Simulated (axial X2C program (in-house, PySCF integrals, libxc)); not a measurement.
# Br or H: which binds elements of chip processing more strongly?

Computed with an in-house all-electron X2C program for linear molecules (integrals from PySCF), spin-free (one-electron X2C) or two-component (2c: spin–orbit coupling with atomic mean-field Coulomb and Gaunt terms, which also bring small scalar terms), in Dyall basis sets with cores contracted in-house; open shells are unrestricted.

Level CCSD(T), spin-free. Dyall triple-zeta sets: BBr v3z/cv3z; BH v3z/v3z; AlBr v3z/cv3z; AlH v3z/v3z; SiBr v3z/cv3z; SiH v3z/v3z; PBr v3z/cv3z; PH v3z/v3z; AsBr cv3z/cv3z; AsH cv3z/v3z. Frozen shells (counts by l): BBr Br 3s2p1d, B 1s, 10 electrons correlated; BH B 1s, H none, 4 electrons correlated; AlBr Br 3s2p1d, Al 2s1p, 10 electrons correlated; AlH Al 2s1p, H none, 4 electrons correlated; SiBr Br 3s2p1d, Si 2s1p, 11 electrons correlated; SiH Si 2s1p, H none, 5 electrons correlated; PBr Br 3s2p1d, P 2s1p, 12 electrons correlated; PH P 2s1p, H none, 6 electrons correlated; AsBr Br 3s2p1d, As 3s2p1d, 12 electrons correlated; AsH As 3s2p1d, H none, 6 electrons correlated. Coupled cluster in natural virtuals with an MP2 remainder. Where the outer core of a metal is frozen, bonds come out longer and ionisation energies lower.

Diatomic bonds are a first guide to the radicals met in plasma etching, cleaning and deposition, though surfaces and higher halides or oxides behave in their own way.

| element M | state of MBr | Re MBr (Å) | D0 MBr (eV) | state of MH | Re MH (Å) | D0 MH (eV) |
| --- | --- | --- | --- | --- | --- | --- |
| B | M_S = 0, Λ = 0 | 1.893 | 4.37 | M_S = 0, Λ = 0 | 1.236 | 3.48 |
| Al | M_S = 0, Λ = 0 | 2.316 | 4.45 | M_S = 0, Λ = 0 | 1.657 | 3.03 |
| Si | M_S = 1/2, Λ = 1 | 2.242 | 3.59 | M_S = 1/2, Λ = 1 | 1.529 | 2.98 |
| P | M_S = 1, Λ = 0 | 2.197 | 2.54 | M_S = 1, Λ = 0 | 1.430 | 2.91 |
| As | M_S = 1, Λ = 0 | 2.315 | 2.44 | M_S = 1, Λ = 0 | 1.532 | 2.64 |

Task: Work out the energy at 0 K of MBr + H → MH + Br for each element.

Result: ΔE = D0(MBr) − D0(MH) at CCSD(T), spin-free: B 0.89, Al 1.42, Si 0.61, P -0.37, As -0.20 eV (negative: the exchange gives off energy).

Task: For which element is the exchange to H most and for which least favourable, and what is the energy of PBr + AlH → PH + AlBr?

Result: P most (-0.37 eV), Al least (1.42 eV). The atoms cancel in the double exchange: ΔE = -0.37 − (1.42) = -1.79 eV, a figure less sensitive to errors in the atoms than D0 itself.

Each entry is the lowest single determinant of a limited PBE0 search at one distance. D0 = De minus the zero-point energy; De goes to single-determinant-based atoms at the same level (for ions the charge split of lowest energy) and is withheld (n/a) where an atom does not fit its ground term or J level. Main or longest-lived isotopes. One determinant is a doubtful description, or other states lie close, for PBr, AsBr, AsH; these need not be ground states, and all values refer to the states named. Spin-free values lack the spin–orbit lowering of the atoms, a third of the ²P splitting for halogens (0.036 eV for Cl, 0.152 eV for Br from NIST levels). These D0 were not checked against measured values; triple-zeta sets, frozen cores and single determinants leave errors of some tenths of an eV, more for transition metals.
